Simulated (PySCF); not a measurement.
C4HCl2F, SMILES C(#C)C(F)=C(Cl)Cl. The structure is a stationary point at ωB97X-D3(BJ)/def2-SVP. This is a generated structure with no PubChem entry under its InChIKey; it may be hypothetical.

The numbers are results of PySCF with ωB97X-D3(BJ)/def2-SVP, not measurements.

Harmonic wavenumbers (cm⁻¹): 104, 124, 234, 273, 286, 414, 438, 484, 628, 661, 723, 775, 964, 1041, 1330, 1750, 2273, 3481. Rotational constants (GHz): 2.390, 1.470, 0.9100; symmetry number 1.

Problem. Work out the zero-point energy and the ideal-gas rigid-rotor harmonic-oscillator thermochemistry at 298.15 K and 1 atm.

Solution. ZPE = ½ Σ hcν = ½ × 15984 cm⁻¹ = 95.61 kJ/mol. H − E(el) = 116.49 kJ/mol. Entropy in J/(mol K): translation 170.28, rotation 121.33, vibration 63.87, total 355.48. G − E(el) = 10.50 kJ/mol. Cp = 106.39 J/(mol K). Modes under 150 cm⁻¹ make the vibrational entropy uncertain.
